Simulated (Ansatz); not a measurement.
Basis sets compared for Cd₁₀Te₁₀H₂₈. Charge 0, multiplicity 1. Geometry PBE-D4/def2-SVP, loosely relaxed. Ansatz on 11 threads of AMD EPYC 7R13 on a shared host and a whole NVIDIA H100 80GB HBM3; times are rough, and most runs start from earlier orbitals.

```tsv
atom	x (Å)	y (Å)	z (Å)
Cd1	4.7185	0.1208	-1.6734
Cd2	0.0960	-4.1738	2.1575
Cd3	-2.3261	-1.9084	3.2043
Cd4	1.4559	4.2171	-1.5890
Cd5	-3.6552	2.3426	3.8280
Cd6	1.0137	-0.3284	1.0741
Cd7	1.2361	-0.9029	-3.4738
Cd8	-3.6089	-1.1349	-2.3841
Cd9	-1.9939	1.5138	-1.7315
Cd10	-5.2504	1.1556	1.1725
Te11	2.5455	-2.4821	1.9974
Te12	2.6004	1.6807	-0.3419
Te13	3.3287	-2.3148	-1.9894
Te14	-0.9778	0.8056	2.7551
Te15	-0.5641	-4.4715	-0.8491
Te16	-3.9642	-1.3409	0.6279
Te17	0.1374	4.6477	1.1740
Te18	-0.4201	3.1258	-3.4491
Te19	-2.9834	3.0565	0.4480
Te20	-0.4959	-0.8948	-1.2781
H21	6.2309	0.8148	-2.0118
H22	5.8752	-0.3977	0.9353
H23	2.8539	-5.8594	0.4821
H24	0.2060	-5.7103	2.8930
H25	-3.3499	-1.9380	4.5588
H26	-1.0563	-2.7051	2.1831
H27	2.6588	5.4198	-1.7825
H28	-2.9120	3.5582	4.7176
H29	1.2999	-0.4362	-5.1067
H30	3.1904	1.5425	-4.3821
H31	-3.8350	-2.5999	-3.1985
H32	-3.5626	0.7012	-2.4807
H33	-4.7152	1.1423	3.1345
H34	-6.7949	1.7784	0.7987
H35	2.3019	-1.9795	3.5879
H36	5.2497	-0.7874	1.1673
H37	3.6764	2.4252	0.7230
H38	3.2273	-5.4889	-0.0799
H39	4.3111	-2.8016	-3.2687
H40	-0.1042	0.8976	4.1883
H41	-0.1104	-6.1069	-0.7763
H42	0.9961	-4.0903	-1.3625
H43	-5.3930	-2.2038	0.8426
H44	1.5243	5.5762	1.5096
H45	-0.6652	6.0678	0.7578
H46	-1.4020	4.4845	-3.2889
H47	3.4240	2.0566	-3.8569
H48	-4.0174	3.9260	-0.5637
```

In the def2 sets Cd, Te take a core potential; there is no spin–orbit coupling. Single mean-field runs in def2-SVP, def2-TZVP are fitted with def2-universal-jkfit. The geometry of the charge 0 singlet is only loosely relaxed. In the singlet geometry the species has come apart into loosely held pieces. In the singlet, H23 and H38 lie 0.77 Å apart, H30 and H47 lie 0.77 Å apart, H22 and H36 lie 0.77 Å apart (atoms count from 1), so H2 has formed as a molecule.

Binding counts from free atoms (Cd singlet, Te triplet, H doublet) in the same basis, without a counterpoise term.

```tsv
level	functions	energy (Eh)	HOMO (eV)	LUMO (eV)	binding per atom (eV)	wall time
PBE-D4/def2-SVP	710	-4374.4227	-5.78	-2.69	1.91	6.5 s
PBE0-D4/def2-SVP	710	-4374.5614	-6.73	-2.04	1.90	7 s
```

(1) Estimate the rows for PBE-D4/def2-TZVP (with forces), PBE0-D4/def2-TZVP.

## Answers

(1) 
| level | functions | energy (Eh) | HOMO (eV) | LUMO (eV) | binding per atom (eV) | wall time |
| --- | --- | --- | --- | --- | --- | --- |
| PBE-D4/def2-TZVP (with forces) | 1068 | -4374.9713 | -5.80 | -2.73 | 1.91 | 28 s |
| PBE0-D4/def2-TZVP | 1068 | -4375.0829 | -6.72 | -2.06 | 1.90 | 20 s |
